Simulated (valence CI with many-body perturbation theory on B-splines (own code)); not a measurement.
## Pr³⁸⁺ in brief

Calculated by configuration interaction combined with many-body perturbation theory (CI+MBPT): three valence electrons over a frozen Dirac-Fock core [Ar], radial functions for each j: 7 s, 7 p, 8 d, 6 f, 4 g, 1 h, with the one-electron correlation potential Σ1 (screened to all orders), the two-electron term Σ2, the three-electron term Σ3, Breit, model QED; selected single and double excitations, second order for the rest, scaled by the run's own slope (own B-spline code, finite nucleus).

The last digits are not significant, and no measured levels were compared; by estimate large intervals hold to a few tenths of a per cent, small ones and those within an open d or f shell to about a per cent. Only levels of the ground parity were solved; by the run's estimate the other parity begins above the list, which can be wrong where configurations are misplaced.

Levels are named by their leading jj configuration (3d3/2^4 stands for four electrons in 3d with j = 3/2), which in mixed levels can hold well under half, so a name can repeat and another be missing.

Rates and lifetimes use the calculated energies. Strong lines usually hold to 10 to 20 %, long lifetimes can be off by a factor of two.

Q: What is the ground level?

A: (3d3/2^3) J=3/2, composition 57 % 3d3 4F + 32 % 3d3 2D + 8 % 3d3 2P, g = 0.638.

Q: How well does LS coupling describe the low levels?

A: Among the lowest 19 levels the leading LS term, summed over configurations, holds 61 % on average. For single configurations the figures are 61 % in LS and 89 % in jj coupling. Terms mix most in the J = 3/2 level at 24.396 eV, where the leading one holds 40 %.

Q: What is the ionisation energy?

A: 2729.7 eV; NIST lists 2729 ± 4 eV (theoretical).

Q: Name the longest-lived excited levels whose lifetime is computed, and their main decay.

A: (3d3/2^2 3d5/2) J=9/2 at 26.829 eV lives 109 ms, mostly by M1 to (3d3/2^2 3d5/2) J=7/2.
